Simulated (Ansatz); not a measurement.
The cluster Li₆, relaxed as a singlet with RKS r2SCAN/def2-TZVP in Ansatz, starting from the GFN2-xTB geometry. Force threshold 0.02 eV/Å.

The structure comes from a short search, and lower isomers may exist.

Start:

```xyz
6

Li    1.984   -0.050   -0.943
Li   -0.414    1.606   -0.004
Li   -1.594   -0.518   -1.376
Li    0.427   -1.623   -0.093
Li    1.395    0.967    1.397
Li   -1.797   -0.381    1.019
```

Problem. Estimate the energy that the relaxation releases and the steps that it takes.

Solution. 28.7 kcal/mol, in 7 steps; 6 s on 4 threads of INTEL XEON PLATINUM 8581C on a shared host. The force fell under the threshold at step 6, but the optimiser went on. No frequencies were taken in this run, so the end may be a saddle point.

Problem. Does the start keep its bonding?

Solution. Bonds lost: Li1–Li5, Li3–Li6 (atoms count from 1). Bonds formed: Li2–Li4 (atoms count from 1). The end is the same structure that another start reached, the lowest one found.

Problem. Predict the relaxed structure.

Solution. 
Cartesian coordinates in Å:
```
Li 2.0102 0.1960 -1.5670
Li -0.3029 1.2791 -0.2384
Li -1.4785 -0.7092 -1.9562
Li 0.3105 -1.2790 0.2245
Li 1.4536 0.7074 1.9690
Li -1.9929 -0.1943 1.5682
```
Bond lengths (bridged metal pairs left out): 9 × Li–Li 2.67 to 2.88 Å.
